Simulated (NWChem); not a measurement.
A series in which one site is exchanged, each optimised at PBE0/def2-SVP with NWChem, gas phase unless a solvent is named. For some, no frequency run checked for a minimum. def2 effective core potentials on I; no spin-orbit coupling.

A: [GeH4] (GeH₄; site = H)
B: [F][GeH3] (GeH₃F; site = F)
C: [GeH3][Cl] (GeH₃Cl; site = Cl)
D: [I][GeH3] (GeH$_{3}$I; site = I)

Rank them by lowest singlet excitation, CAM-B3LYP/def2-SVPD, TDA (eV), lowest first.

D (5.09), C (6.88), B (7.86), A (8.79)
